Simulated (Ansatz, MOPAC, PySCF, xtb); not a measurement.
Noncovalent pair: NH3 (SMILES N) (first 4 atoms) with CH6Si (SMILES C[SiH3]); geometry from B3LYP-D3(BJ)/def2-TZVP, rigid monomers moved along the line of their centres of mass till N1···Si6 is 5.12 Å.
(charge 0, multiplicity 1):
```xyz
12

N      0.415    -0.625    -0.363
H      1.290    -0.528     0.138
H     -0.093     0.245    -0.256
H     -0.122    -1.347     0.104
C     -0.638     0.914     6.381
Si    -0.356     0.502     4.573
H     -1.210     0.126     6.875
H     -1.191     1.849     6.485
H      0.311     1.022     6.908
H      0.395    -0.770     4.438
H      0.421     1.576     3.908
H     -1.651     0.356     3.864
```

Counterpoise-corrected where a basis set is named; no monomer relaxation. Rows marked so take none.

Frozen-core correlation. Rows in 6-31G* carry no dispersion term and start afresh at each structure (6-31G* with six Cartesian d functions). MP2/6-31G* freezes PySCF's default core. The state that PM3 reach isn't checked.

The values were computed with Ansatz (Gaussian basis) for Hartree–Fock, density functionals and correlated methods; MOPAC for PM3 (differences of heats of formation); PySCF for 6-31G* rows, the dispersion terms; xtb for the GFN methods. Values without a source in brackets are computed.

```tsv
level	interaction energy (meV)
GFN-FF	-9.7
PM3	-8.3
HF/6-31G* (no counterpoise)	-14.9
PBE0-D4/def2-TZVPPD	-14.4
M06-2X/6-31G* (no counterpoise)	-25.1
wB97X-V/def2-TZVPPD	-13.2
MP2/6-31G*	(withheld)
MP2/6-31G* (no counterpoise)	(withheld)
SCS-MP2/aug-cc-pV(D+d)Z	-9.3
```

Q: Some entries are withheld; supply them.

A: 
- MP2/6-31G*, interaction energy (meV): -7.7
- MP2/6-31G* (no counterpoise), interaction energy (meV): -23.6

Ansatz is a quantum-chemistry and plane-wave program.
